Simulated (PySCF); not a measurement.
Species: InEt2F, C₄H₁₀FIn.
Bonds: In1–C2, In1–C9, In1–F16, C2–C3, C9–C10. Hydrogens: H4, H5 on C2; H6, H7, H8 on C3; H11, H12 on C9; H13, H14, H15 on C10.

Level of theory: PBE0-D3(BJ)/def2-SVP geometry optimisation, gas phase, def2 core potentials past Kr in PySCF 2.14.0.

**Question.** Give the optimised bond lengths and angles.

**Answer.** 
```
                  bond  length (pm)
        In1–C2, In1–C9        216.2
               In1–F16        198.9
         C2–C3, C9–C10        152.2
C2–H4 and 3 like bonds        110.3
C3–H6 and 5 like bonds        110.2
```

Bonds in one row agree within 1 pm and their mean is given. A selection of angles:
```
     angle  degrees
 C2–In1–C9    142.7
C2–In1–F16    107.9
C9–In1–F16    109.4
 In1–C2–C3    113.6
 In1–C2–H4    108.2
 In1–C2–H5    105.2
  C3–C2–H4    112.0
  H4–C2–H5    106.0
  C2–C3–H6    111.4
  H6–C3–H7    107.0
In1–C9–C10    116.3
```

Torsions: C9–In1–C2–C3 161° (antiperiplanar); C2–In1–C9–C10 -8° (synperiplanar). The mirror-image conformer, all signs reversed, is as good.

In1 (indium bonded to 2 C and F) is planar (angles 142.7°, 109.4° and 107.9°, sum 360.0°, 0.02 Å off the plane of its three neighbours).

Point group: C1 (no symmetry element, even within 0.4 Å). No frequency check. One conformer, not necessarily the lowest.
